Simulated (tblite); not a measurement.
Species: C3H8F2OSi.
SMILES with atom numbers: `[CH3:1][O:2][C@H:3]([CH2:4][F:5])[SiH2:6][F:7]` (hydrogens: H8, H9, H10 on C1; H11 on C3; H12, H13 on C4; H14, H15 on Si6)

Computed with GFN2-xTB (tblite), gas phase: L-BFGS steps from a force-field or distance-geometry start until the largest atomic force falls under 0.01 eV/Å.

Step 53: E = -702.4963 eV
```
atom  x, y, z in Å  |  force x, y, z in eV/Å
C1      2.0762    0.4886   -0.0795   -0.013   0.005  -0.046
O2      0.9547   -0.0873    0.5519    0.021   0.050  -0.012
C3     -0.2293   -0.1647   -0.2354    0.001  -0.062   0.012
C4     -0.9991    1.1495   -0.2694    0.002  -0.008   0.004
F5     -0.5159    2.0007   -1.2392    0.024   0.013  -0.048
Si6    -1.1267   -1.5948    0.6504   -0.053  -0.001   0.065
F7     -2.4760   -1.9499   -0.1648   -0.002   0.041  -0.011
H8      2.8626    0.5185    0.6753   -0.024  -0.015  -0.076
H9      1.8728    1.5055   -0.4333   -0.015  -0.067   0.024
H10     2.3996   -0.1284   -0.9302   -0.006   0.080   0.063
H11     0.0184   -0.4363   -1.2729    0.052   0.042   0.025
H12    -2.0540    0.9826   -0.5045   -0.003  -0.018  -0.041
H13    -0.9058    1.6790    0.6819    0.015  -0.017   0.055
H14    -1.5807   -1.1671    1.9655    0.031  -0.061  -0.041
H15    -0.3013   -2.7880    0.5822   -0.030   0.019   0.029
```

Step 54: E = -702.4976 eV
```
atom  x, y, z in Å  |  force x, y, z in eV/Å
C1      2.0757    0.4933   -0.0768   -0.024   0.011  -0.027
O2      0.9583   -0.0947    0.5501    0.004   0.048  -0.002
C3     -0.2244   -0.1700   -0.2388   -0.019  -0.058   0.016
C4     -0.9944    1.1448   -0.2734   -0.002  -0.013   0.012
F5     -0.5160    1.9958   -1.2455    0.024   0.005  -0.055
Si6    -1.1294   -1.5938    0.6509   -0.038  -0.010   0.038
F7     -2.4859   -1.9376   -0.1571    0.005   0.038  -0.017
H8      2.8659    0.5176    0.6744   -0.029  -0.029  -0.078
H9      1.8667    1.5137   -0.4149   -0.015  -0.044   0.009
H10     2.3934   -0.1116   -0.9365    0.028   0.069   0.035
H11     0.0228   -0.4438   -1.2766    0.049   0.051   0.050
H12    -2.0503    0.9757   -0.5024   -0.002  -0.013  -0.057
H13    -0.9001    1.6765    0.6763    0.025  -0.020   0.065
H14    -1.5775   -1.1677    1.9667    0.025  -0.044  -0.013
H15    -0.3093   -2.7902    0.5816   -0.031   0.009   0.024
```

Step 55: E = -702.4993 eV
```
atom  x, y, z in Å  |  force x, y, z in eV/Å
C1      2.0752    0.5020   -0.0733   -0.041   0.010   0.002
O2      0.9644   -0.1058    0.5462   -0.019   0.044   0.005
C3     -0.2176   -0.1792   -0.2436   -0.037  -0.030   0.021
C4     -0.9879    1.1364   -0.2792   -0.001  -0.010   0.018
F5     -0.5174    1.9869   -1.2562    0.018  -0.020  -0.038
Si6    -1.1345   -1.5926    0.6519   -0.008  -0.022  -0.012
F7     -2.5017   -1.9188   -0.1455    0.013   0.034  -0.023
H8      2.8698    0.5135    0.6731   -0.022  -0.031  -0.070
H9      1.8585    1.5281   -0.3857   -0.015  -0.027  -0.007
H10     2.3878   -0.0825   -0.9468    0.054   0.055  -0.005
H11     0.0305   -0.4540   -1.2816    0.040   0.049   0.067
H12    -2.0452    0.9639   -0.4999    0.005  -0.002  -0.068
H13    -0.8902    1.6708    0.6692    0.031  -0.025   0.053
H14    -1.5707   -1.1652    1.9682    0.010  -0.020   0.037
H15    -0.3252   -2.7956    0.5813   -0.030  -0.006   0.018
```

Step 56: E = -702.5011 eV
```
atom  x, y, z in Å  |  force x, y, z in eV/Å
C1      2.0738    0.5129   -0.0698   -0.041   0.000   0.024
O2      0.9708   -0.1168    0.5406   -0.038   0.030   0.024
C3     -0.2106   -0.1904   -0.2490   -0.046   0.007   0.022
C4     -0.9813    1.1259   -0.2855   -0.009  -0.004   0.020
F5     -0.5193    1.9748   -1.2687    0.013  -0.043  -0.010
Si6    -1.1406   -1.5916    0.6528    0.015  -0.028  -0.045
F7     -2.5191   -1.8964   -0.1331    0.021   0.030  -0.027
H8      2.8724    0.5066    0.6716   -0.009  -0.015  -0.060
H9      1.8500    1.5458   -0.3528   -0.011  -0.019  -0.014
H10     2.3839   -0.0471   -0.9588    0.059   0.047  -0.037
H11     0.0407   -0.4646   -1.2863    0.021   0.035   0.062
H12    -2.0406    0.9510   -0.4977    0.026   0.011  -0.068
H13    -0.8773    1.6613    0.6624    0.027  -0.022   0.026
H14    -1.5613   -1.1603    1.9705   -0.002  -0.001   0.073
H15    -0.3459   -2.8032    0.5818   -0.025  -0.027   0.011
```

Task: Estimate the geometry and energy of step 57. (The exact step hangs on the optimiser's Hessian estimate; all steps are aligned on step 56, rigid shifts and turns removed.)

Result: E = -702.5027 eV, largest force 0.079 eV/Å
```
atom  x, y, z in Å  |  force x, y, z in eV/Å
C1      2.0710    0.5230   -0.0671   -0.033  -0.017   0.029
O2      0.9757   -0.1260    0.5361   -0.051   0.019   0.036
C3     -0.2056   -0.2003   -0.2529   -0.038   0.041   0.024
C4     -0.9758    1.1167   -0.2910   -0.005   0.008   0.017
F5     -0.5196    1.9622   -1.2810    0.010  -0.058   0.024
Si6    -1.1457   -1.5914    0.6537    0.027  -0.025  -0.044
F7     -2.5335   -1.8759   -0.1225    0.019   0.024  -0.034
H8      2.8733    0.4988    0.6687    0.017   0.011  -0.033
H9      1.8412    1.5612   -0.3237   -0.007  -0.015  -0.016
H10     2.3817   -0.0140   -0.9695    0.037   0.039  -0.057
H11     0.0511   -0.4730   -1.2886   -0.004   0.013   0.038
H12    -2.0366    0.9417   -0.4974    0.037   0.018  -0.058
H13    -0.8645    1.6526    0.6568    0.015  -0.016  -0.009
H14    -1.5529   -1.1574    1.9745   -0.005   0.007   0.079
H15    -0.3643   -2.8103    0.5819   -0.018  -0.048   0.004
```

The energy changes by -0.0016 eV. The first-order estimate −F·Δx gives -0.0023 eV and the mean of the old and new forces, exact on a quadratic surface, -0.0016 eV. The step makes an angle of 82° with the force vector and moves no atom by more than 0.035 Å.

The cost below is that of the whole relaxation. On an Arm Neoverse V1 with one thread, shared host, this took 0.64 s.
